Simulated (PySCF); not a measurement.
Compound: CH₆BBrSi.
Atom-mapped SMILES: `[SiH3:1][CH2:2][BH:3][Br:4]` (hydrogens: H5, H6, H7 on Si1; H8, H9 on C2; H10 on B3)

Geometry (PBE0-D3(BJ)/def2-SVP, Å), atoms numbered from 1 in this order:
```xyz
10
CH6BBrSi angstrom
Si    -1.247    0.278    0.126
C      0.319   -0.424   -0.695
B      1.496   -0.280    0.287
Br     2.606    1.280    0.271
H     -1.509   -0.415    1.423
H     -1.086    1.740    0.378
H     -2.413    0.060   -0.782
H      0.087   -1.483   -0.902
H      0.447    0.133   -1.636
H      1.746   -1.088    1.146
```

Level of theory: PBE0-D3(BJ)/def2-SVP geometry optimisation, gas phase (PySCF).

Masses are those of the commonest isotopes; rigid-rotor values at the optimised geometry. The values belong to one conformer with, in the numbering `[SiH3:1][CH2:2][BH:3][Br:4]`, Si1–C2–B3–Br4 -91°.

Q: Give the principal moments of inertia and the rotational constants in GHz.

A: Ia = 48.78, Ib = 407.02, Ic = 430.53 u·Å²; 505379 MHz·u·Å²/I gives 10361, 1242 and 1174 MHz, that is A = 10.361, B = 1.2417, C = 1.1738 GHz.

Q: Classify the top.

A: A near-prolate asymmetric top; Ray's κ = -0.985.

Q: What does the inertial defect say?

A: Not planar: Δ = Ic − Ia − Ib = -25.26 u·Å². For a rigid frame Δ = −2 Σ m c², so Σ m c² = 12.63 u·Å² lies off the ab plane: 7.73 from hydrogen and 4.90 from heavier atoms. The atom farthest from that plane is 1.58 Å away.

Q: List the rotational levels J(Ka,Kc) to J = 2 (MHz).

A: Above 0(0,0):
J = 1: 1(0,1) 2416, 1(1,1) 11535, 1(1,0) 11602
J = 2: 2(0,2) 7246, 2(1,2) 16298, 2(1,1) 16501, 2(2,1) 43858, 2(2,0) 43859
The levels of one J sum to (2J + 1)J(J + 1)(A + B + C)/3.

Q: Which types of transition are allowed, and where do some lines up to J = 4 fall?

A: The dipole components are |μa| = 1.24 D, |μb| = 0.68 D, |μc| = 0.45 D. The squared components, which scale the intensities, stand as 1.00 : 0.31 : 0.13 (a : b : c). Some lines, for components of 0.1 D or more:

```csv
type,branch,"J(Ka,Kc)",MHz,lower level (cm⁻¹)
a,Q,"3(1,2) ← 3(1,3)",407,0.782
a,Q,"4(1,3) ← 4(1,4)",678,1.100
a,R,"2(0,2) ← 1(0,1)",4831,0.081
c,Q,"4(1,4) ← 4(0,4)",8819,0.806
c,Q,"1(1,1) ← 1(0,1)",9119,0.081
b,Q,"1(1,0) ← 1(0,1)",9187,0.081
b,Q,"3(1,2) ← 3(0,3)",9358,0.483
b,Q,"4(1,3) ← 4(0,4)",9497,0.806
a,R,"4(1,4) ← 3(1,3)",9526,0.782
a,R,"4(0,4) ← 3(0,3)",9658,0.483
a,R,"4(3,1) ← 3(3,0)",9663,3.231
b,R,"1(1,1) ← 0(0,0)",11535,0.000
c,R,"1(1,0) ← 0(0,0)",11602,0.000
b,R,"3(2,2) ← 2(1,1)",34604,0.550
c,R,"3(2,1) ← 2(1,1)",34605,0.550
b,R,"4(2,3) ← 3(1,2)",36917,0.796
c,Q,"4(3,2) ← 4(2,2)",45760,2.027
b,Q,"4(3,1) ← 4(2,2)",45760,2.027
b,Q,"3(3,1) ← 3(2,2)",45765,1.705
c,R,"3(3,1) ← 2(2,1)",53011,1.463
c,R,"4(3,1) ← 3(2,1)",55426,1.705
b,R,"4(3,1) ← 3(2,2)",55428,1.705
c,R,"4(4,1) ← 3(3,1)",73733,3.231
```

Whether it is a minimum is left open (no frequencies). These are rigid-rotor constants of the computed structure; measured ground-state constants (B0) also hold zero-point vibration. A rigid rotor knows nothing of internal rotation, which can split or shift real lines. Quadrupole hyperfine structure (11B, 79Br) is left out.
